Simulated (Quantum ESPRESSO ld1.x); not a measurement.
Species: Sm+. Configuration: [Xe] 4f6 6s1 (the NIST ground configuration).

Calculated with ld1.x of Quantum ESPRESSO 7.5: scalar-relativistic Kohn-Sham, exchange-only PBE, spin-unpolarised, spherical densities, point nucleus.

Energy parts (eV):
total: -283639.6
kinetic: 303307.8
electron-nucleus: -690314.7
Hartree: 109670.1
exchange: -6302.8

Orbitals (lengths in bohr, moments of r in powers of bohr; <r^-3> diverges for s and p1/2; r(90%) holds 90 % of the orbital's charge):
orbital,occ.,eigenvalue (eV),r(90%),<r^4>,<1/r>,<r^-3>
1s,2,-46686.8,0.0411,1.317e-06,68.83,-
2s,2,-7633.27,0.150,0.0002120,15.93,-
2p,6,-6809.42,0.139,0.0001572,14.95,10170
3s,2,-1676.10,0.374,0.008326,5.829,-
3p,6,-1418.62,0.379,0.008711,5.494,2102
3d,10,-1070.20,0.360,0.007030,5.214,285.4
4s,2,-336.916,0.832,0.2085,2.447,-
4p,6,-252.323,0.892,0.2740,2.252,462.9
4d,10,-133.708,1.01,0.4461,1.975,52.09
4f,6,-7.4456,1.80,7.749,1.355,6.126
5s,2,-48.3023,2.04,7.485,0.9381,-
5p,6,-28.2743,2.45,15.59,0.7853,60.48
6s,1,-7.9430,5.81,484.3,0.3154,-

The highest occupied level is 4f at -7.446 eV. The density falls to 0.001 e/bohr^3 at r = 4.55 bohr. Summed over all electrons, <r^2> = 59.72 bohr^2, which gives a Langevin (diamagnetic) susceptibility term of -47.3 x 10^-6 cm^3/mol.
